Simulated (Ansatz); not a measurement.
Correlation energies of C$_{5}$H$_{5}$ClF$_{4}$O$_{3}$Ti (`CC1=CC(C(F)(F)F)=[O+][Ti-]([OH])([F])([Cl])[O]1`) by basis set

Z-matrix (Å, degrees):
```
Ti
O 1 1.962
O 1 1.783 2 127.2
Cl 1 2.207 2 116.0 3 -160.3
C 1 2.999 2 17.5 3 -82.4
F 1 1.753 2 87.7 3 97.7
O 1 2.074 2 80.3 3 -75.6
H 1 2.429 2 123.3 3 -23.7
C 5 1.531 1 140.4 2 -4.9
C 5 1.369 1 99.3 2 177.0
C 7 1.255 1 135.2 2 -8.6
F 9 1.334 5 112.0 1 -176.3
F 9 1.329 5 110.2 1 -56.0
F 9 1.331 5 110.0 1 63.5
H 10 1.078 5 120.0 1 177.5
C 11 1.491 7 117.3 1 -173.3
H 16 1.088 11 112.4 7 -177.6
H 16 1.093 11 108.6 7 61.0
H 16 1.092 11 109.3 7 -55.4
```

The species carries charge 0 and has multiplicity 1. Correlated methods include outer-core shells of Ti, which these sets cover unevenly. Scalar relativity is left out up to krypton. All single points use the PBE0-D4/def2-TZVP geometry. It is one conformer, not always the lowest. Frozen core, restricted reference, Ansatz 0.2.0.

```csv
basis,HF (Eh),MP2 corr.,CCSD corr.,(T),CCSD(T) total
def2-SVP,-2121.84930,-2.38429,-2.42522,-0.08634,-2124.36086
def2-TZVPP,?,?,?,?,?
def2-QZVPP,-2123.19151,-3.35914,–,–,–
```

**Question.** Fill in the withheld values. (Estimate.)

**Answer.** Ansatz gave: def2-TZVPP HF (Eh): -2123.12830; def2-TZVPP MP2 corr.: -3.10014; def2-TZVPP CCSD corr.: -3.12336; def2-TZVPP (T): -0.14216; def2-TZVPP CCSD(T) total: -2126.39382.
